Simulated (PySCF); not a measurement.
One of the candidates below gave these computed data.

All candidates are C7H8O3S.

* NMR, other nuclei: isotropic shieldings of nuclei other than C and H, by class: 87 (1 O), 90 (2 O), 188 (1 S) ppm [GIAO PBE0/pcSseg-1]
* Rotational structure: rotational constants A, B, C: 2.586, 0.607, 0.544 GHz [GFN2-xTB]
* 13C NMR: chemical shifts (computed TMS as zero) by class: 156.8 (1 C), 134.9 (2 C), 129.1 (1 C), 122.7 (2 C), 46.2 (1 C) ppm [GIAO PBE0/pcSseg-1]
* Dipole: 2.89 D [PBE0/pcSseg-1]
* 1H NMR: chemical shifts (computed TMS as zero) by class: 7.70 (2 H), 7.68 (2 H), 7.42 (1 H), 2.98 (3 H) ppm [GIAO PBE0/pcSseg-1]

Electronic properties: PySCF, gas phase, density fitting. Levels stand in brackets. Geometry: GFN2-xTB, one conformer, isolated molecule. Each NMR value is the plain mean over a class of atoms that symmetry, rotation or inversion makes alike.

Question: Which candidate is it?
A. `CC#CC#C[C@@H](C)S(=O)(=O)O`
B. `COS(=O)(=O)c1ccccc1`
C. `CS(=O)(=O)Oc1ccccc1`

Answer: C. It is `CS(=O)(=O)Oc1ccccc1`. Numbering: `[CH3:1][S:2](=[O:3])(=[O:4])[O:5][c:6]1[cH:7][cH:8][cH:9][cH:10][cH:11]1`. 7 carbons fall into 5 classes; from least to most shielded: aromatic carbon bearing oxygen [C6] (156.8 ppm), aromatic CH carbon [C8/C10] (134.9 ppm, 2 C), aromatic CH carbon [C9] (129.1 ppm), aromatic CH carbon [C7/C11] (122.7 ppm, 2 C, up to 2.5 ppm apart in this geometry), S-methyl carbon [C1] (46.2 ppm). Hydrogen classes from least to most shielded: 2 H on the ortho carbons, C7/C11 (7.70 ppm, a mean of values up to 1.1 ppm apart in this geometry), 2 H on the meta carbons, C8/C10 (7.68 ppm), 1 H on the para carbon, C9 (7.42 ppm), 3 H on an S-methyl carbon, C1 (2.98 ppm). The other shieldings belong to: 87 ppm, oxygen bonded to C and S [O5]; 90 ppm, sulfonyl oxygen [O3/O4]; 188 ppm, sulfonyl sulfur [S2]. The optimised geometry has point group Cs and is an asymmetric top.

The others, at the same levels:
- `COS(=O)(=O)c1ccccc1` fails: its computed 13C shifts are 144.4 (1 C), 139.8 (1 C), 134.1 (2 C), 133.8 (2 C), 49.0 (1 C) ppm, 1H shifts are 8.19 (2 H), 7.91 (1 H), 7.83 (2 H), 4.05 (3 H) ppm and rotational constant A is 2.199 GHz (against 2.586 GHz).
- `CC#CC#C[C@@H](C)S(=O)(=O)O` fails: it has 7 carbon classes against 5; its computed 13C shifts are 85.7 (1 C), 83.1 (1 C), 71.6 (1 C), 70.7 (1 C), 59.3 (1 C), 18.4 (1 C), 5.5 (1 C) ppm, 1H shifts are 4.48 (1 H), 3.99 (1 H), 2.19 (3 H), 1.80 (3 H) ppm and rotational constant A is 2.348 GHz (against 2.586 GHz).

Each candidate is one conformer, not necessarily the lowest. The conformers computed, where there is a choice (atom-mapped SMILES and torsion angles):
- `[CH3:1][S:2](=[O:3])(=[O:4])[O:5][c:6]1[cH:7][cH:8][cH:9][cH:10][cH:11]1`: C1–S2–O5–C6 180°, S2–O5–C6–C7 180°
- `[CH3:1][O:2][S:3](=[O:4])(=[O:5])[c:6]1[cH:7][cH:8][cH:9][cH:10][cH:11]1`: C1–O2–S3–O4 -64°, O2–S3–C6–C7 -89°
- `[CH3:1][C:2]#[C:3][C:4]#[C:5][C@@H:6]([CH3:7])[S:8](=[O:9])(=[O:10])[OH:11]`: C5–C6–S8–O9 -71°, H–O11–S8–C6 -124°
